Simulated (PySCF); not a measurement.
# Computed properties of C3H8FNSi, SMILES CC/N=C/[SiH2]F

C3H8FNSi, SMILES CC/N=C/[SiH2]F. Geometry: PBE0-D3(BJ)/def2-SVP. The structure was generated by enumeration; whether it is a known compound was not checked. The values are those of a single conformer. All values are computed for the isolated molecule unless a solvent is named; none is compared with measurement here.

**Structure.** All 36 harmonic modes at PBE0-D3(BJ)/def2-SVP (PySCF) are real, so it is a minimum. With heavy atoms numbered as in [CH3:1][CH2:2]/[N:3]=[CH:4]/[SiH2:5][F:6], the shortest bond between them is N3–C4 at 1.269 Å and the longest C4–Si5 at 1.880 Å.

**Vibrations.** The strongest infrared lines (harmonic, unscaled, degenerate partners summed) lie at 928 cm⁻¹ (278 km/mol, H 65 %, Si 15 %, C 8 %), 2270 cm⁻¹ (129 km/mol, H 96 %), 963 cm⁻¹ (120 km/mol, H 81 %, Si 14 %). The softest mode is at 32 cm⁻¹ and the zero-point energy is 67.4 kcal/mol.

**Electronic structure.** HF/def2-TZVP (PySCF) places the frontier levels at -10.95 and 2.75 eV, a gap of 13.70 eV, and gives a dipole moment of 1.90 D and a mean polarisability of 65.9 bohr³. PBE/def2-TZVP (PySCF) at the same geometry gives -5.98 and -2.19 eV, so its gap is 9.91 eV narrower. An orbital gap is neither the optical nor the fundamental gap.

**Excitations.** TDA-ωB97X/def2-SVPD (PySCF) has S1 at 4.51 eV (275 nm, f = 0.005, weak); the most intense of the 10 singlets computed lies at 7.70 eV (f = 0.28). T1 (TDA) is at 3.68 eV, 0.83 eV under S1. TDA-PBE/def2-SVPD (PySCF) puts S1 at 4.17 eV. No vertical singlet excitation falls in the visible range (under 3.1 eV).

**NMR.** GIAO shifts at PBE0/pcSseg-1 (PySCF) (non-relativistic, atoms alike by connectivity averaged): ¹³C from 20.2 to 180.7 ppm against TMS; ¹H from 1.6 to 8.9 ppm against TMS; ²⁹Si at -19.0 ppm against TMS; ¹⁹F at -226.3 ppm against CFCl3.

**Solvation.** SMD-B3LYP/def2-SVP (PySCF) gives -0.6 kcal/mol in water, -3.7 kcal/mol in dichloromethane, -3.2 kcal/mol in acetonitrile (1 M in both phases, gas-phase geometry); of these solvents dichloromethane holds the molecule best.
